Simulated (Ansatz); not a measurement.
Basis-set series for H8O2Si3, SMILES `O[SiH2][SiH2]O[SiH3]`. Charge 0, multiplicity 1. All single points use the PBE0-D4/def2-TZVP geometry. It is one conformer, not always the lowest.

```csv
functional,basis,functions,energy (Eh),HOMO (eV),LUMO (eV)
PBE0-D4,def2-SVP,122,-1022.91197,-7.49,-0.61
PBE0-D4,def2-TZVPP,300,-1023.42349,-7.57,-0.94
ωB97M-V,def2-SVP,122,-1023.30723,-9.54,1.26
ωB97M-V,def2-TZVPP,300,-1023.82549,-9.66,0.80
```

Task: Give the rows for def2-QZVPP. (An estimate is asked.)

Result: Computed: 
```json
{"functional": "PBE0-D4", "basis": "def2-QZVPP", "functions": "564", "energy (Eh)": "-1023.46315", "HOMO (eV)": "-7.59", "LUMO (eV)": "-1.02"}
{"functional": "ωB97M-V", "basis": "def2-QZVPP", "functions": "564", "energy (Eh)": "-1023.86237", "HOMO (eV)": "-9.68", "LUMO (eV)": "0.62"}
```

Positive LUMOs are unbound and depend on the basis.
